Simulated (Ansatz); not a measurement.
One change: `CC` becomes `C[CH2][GeH3]`.

Ansatz, PBE0-D4/def2-TZVP geometries, multiplicity 1. 

Scalar relativity is left out up to krypton.

| property | `CC` |
| --- | --- |
| HOMO–LUMO gap (PBE0/def2-TZVPP) / eV | 11.00 |
| size of the dipole moment (PBE/def2-TZVPP) / D | 0.00 |
| LUMO energy (PBE0/def2-TZVPP) / eV | 1.44 |
| size of the dipole moment (ωB97M-V/def2-TZVPP) / D | 0.00 |
| HOMO energy (PBE/def2-TZVPP) / eV | -8.11 |
| LUMO energy (B3LYP/def2-TZVPP) / eV | 1.07 |

(1) What does the change do to each property? (An estimate is asked.)

Answers

(1) The calculation gave: 
```tsv
property	`C[CH2][GeH3]`	shift
HOMO–LUMO gap (PBE0/def2-TZVPP) / eV	9.11	-1.89
size of the dipole moment (PBE/def2-TZVPP) / D	0.88	0.88
LUMO energy (PBE0/def2-TZVPP) / eV	0.83	-0.61
size of the dipole moment (ωB97M-V/def2-TZVPP) / D	0.82	0.82
HOMO energy (PBE/def2-TZVPP) / eV	-7.06	1.05
LUMO energy (B3LYP/def2-TZVPP) / eV	0.53	-0.54
```

With PBE0 the HOMO rises by 1.28 eV and the LUMO falls by 0.61 eV, so the gap narrows by about 1.89 eV. PBE moves the HOMO by 1.05 eV and ωB97M-V by 1.44 eV. The zero-point energy changes by 35.9 kJ/mol with +9 modes.

B3LYP here is the variant with VWN-RPA as its local correlation; programs differ in this.
